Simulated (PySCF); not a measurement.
CH6ClFSi2, SMILES F[SiH2]C[SiH2]Cl.

Coordinates come from a PBE-D3(BJ)/def2-SVP optimisation. This is a generated structure with no PubChem entry under its InChIKey; it may be hypothetical. Other conformers were not sampled.

Method: PBE-D3(BJ)/def2-SVP (PySCF 2.14.0).

Frequencies are harmonic and unscaled.

```
mode  ν (cm⁻¹)  IR (km/mol)    moving atoms (share of kinetic energy)
----  --------  -----------  ----------------------------------------
1           52          1.1          Si 31 %, Cl 29 %, F 18 %, H 18 %
2           66          2.1  F 33 %, Si 20 %, H 18 %, C 16 %, Cl 13 %
3          108          0.7          H 31 %, Si 26 %, Cl 19 %, C 17 %
4          185          3.4  F 35 %, Si 32 %, C 11 %, Cl 11 %, H 10 %
5          272          7.9           Si 46 %, F 20 %, H 19 %, C 11 %
6          466          7.7                           H 83 %, Si 11 %
7          512         32.4                          Cl 45 %, Si 44 %
8          518          1.2                           H 80 %, Si 18 %
9          636         32.8                   C 38 %, H 38 %, Si 21 %
10         661         22.1                                    H 87 %
11         720         49.6                            H 83 %, Si 8 %
12         744         53.8                   H 41 %, C 35 %, Si 23 %
13         774         50.5                   H 64 %, C 26 %, Si 10 %
14         836         60.5                   F 44 %, H 37 %, Si 18 %
15         838        101.0                           H 75 %, Si 11 %
16         880        210.2                           H 75 %, Si 13 %
17         923         41.9                                    H 94 %
18         930        184.4                           H 84 %, Si 12 %
19         979         26.8                                    H 92 %
20        1036        167.9                            H 58 %, C 36 %
21        1323          8.0                                    H 92 %
22        2177         99.3                                    H 98 %
23        2183         24.3                                    H 97 %
24        2188        141.9                                    H 96 %
25        2205        108.5                                    H 96 %
26        2985          0.1                                    H 95 %
27        3056          0.2                             H 91 %, C 9 %
```
